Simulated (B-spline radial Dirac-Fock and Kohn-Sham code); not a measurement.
**Zn⁺ 2s: cross section and angular parameters**

System: zinc as Zn⁺, 1s2 2s2 2p6 3s2 3p6 3d10 4s1; threshold 1194.0 eV (orbital energy of the model). These are calculated numbers from a radial atomic solver; the model is Dirac-Hartree-Slater photoionisation with a Latter tail; cross sections with all multipoles, angular parameters from the dipole term and its interference with E2.

For linearly polarised light dσ/dΩ = σ/(4π) [1 + β P₂(cos θ) + (δ + γ cos²θ) sin θ cos φ], with θ from the polarisation vector and φ the angle between the beam and the projection of the electron momentum on the plane normal to the polarisation.

| hν (eV) | σ (kb) | β | γ |
| --- | --- | --- | --- |
| 1253.6 | 101 | 1.999 | 0.858 |
| 1380 | 88.5 | 1.999 | 0.482 |
| 1486.9 | 78.6 | 1.999 | 0.288 |
| 1730 | 61.8 | 1.999 | 0.057 |
| 2370 | 35.8 | 1.999 | -0.065 |
| 3930 | 13.4 | 1.999 | 0.198 |
| 4080 | 12.4 | 1.999 | 0.231 |
| 4680 | 9.24 | 1.999 | 0.362 |
| 6810 | 4.03 | 1.999 | 0.787 |
| 8047.8 | 2.73 | 1.999 | 1.008 |
| 8090 | 2.70 | 1.999 | 1.016 |
| 10100 | ? | ? | ? |
| 12800 | 0.884 | 1.998 | 1.709 |
| 13300 | 0.803 | 1.998 | 1.773 |
| 15000 | 0.591 | 1.998 | 1.980 |

Q: Give the values at 10100 eV.

A: σ = 1.59 kb, β = 1.999, γ = 1.336. For an s subshell δ is negligible.
